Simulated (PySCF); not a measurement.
**Correlation energy of Cs⁺ (caesium, charge +1)**

Starting occupation: [Xe]. All numbers are calculated (PySCF 2.14, X2C-1e with screened-nucleus spin-orbit coupling, Gaussian nucleus, in x2c-TZVPPall-2c with one added diffuse shell each of s, p, d type (12s12p10d2f1g, 121 functions)). Frozen: [Ar] 3d10; 26 electrons correlated; the 22 highest virtual spinors left out.

MP2 pair energies summed by pair of shells (mhartree):

```
       pair  energy  share (%)
5p3/2-5p3/2  -49.27       11.3
5p1/2-5p3/2  -47.16       10.8
4d3/2-4d5/2  -44.85       10.3
4d5/2-4d5/2  -31.53        7.2
4d5/2-5p3/2  -31.28        7.1
5p3/2-5s1/2  -20.96        4.8
4d5/2-4p3/2  -20.28        4.6
4d3/2-5p3/2  -19.64        4.5
4d5/2-5p1/2  -16.27        3.7
4d3/2-4p3/2  -13.88        3.2
4d3/2-4d3/2  -13.10        3.0
5p1/2-5p1/2  -12.15        2.8
4d5/2-5s1/2  -11.53        2.6
4d3/2-5p1/2  -11.05        2.5
5p1/2-5s1/2  -10.51        2.4
4d5/2-4p1/2  -10.38        2.4
4d5/2-4s1/2   -8.58        2.0
4d3/2-5s1/2   -7.42        1.7
4p1/2-4p3/2   -6.73        1.5
4d3/2-4p1/2   -6.66        1.5
4p3/2-4p3/2   -6.32        1.4
4d3/2-4s1/2   -5.76        1.3
5s1/2-5s1/2   -5.60        1.3
4p3/2-4s1/2   -5.33        1.2
4p3/2-5s1/2   -3.65        0.8
4p3/2-5p3/2   -3.50        0.8
4p1/2-4s1/2   -2.75        0.6
4p3/2-5p1/2   -2.24        0.5
4p1/2-5p3/2   -1.74        0.4
4p1/2-5s1/2   -1.61        0.4
```

Total MP2 correlation energy: -437.46 mhartree.

The virtual space was cut to 108 spinors, which keep -423.37 of the -437.46 mhartree of MP2 correlation.

```tsv
level	correlation energy (mhartree)
CCSD	-415.09
```

Diagnostics: T1 = 0.0024, largest double amplitude 0.045.

**Question.** Is a single reference adequate?

**Answer.** Yes: T1 lies below 0.03 and no double amplitude reaches 0.07.

The coupled-cluster values are those of the cut space; adding the MP2 remainder, -14.09 mhartree, estimates the full space.

This basis was not built for core-valence correlation, so the inner-shell part is incomplete.
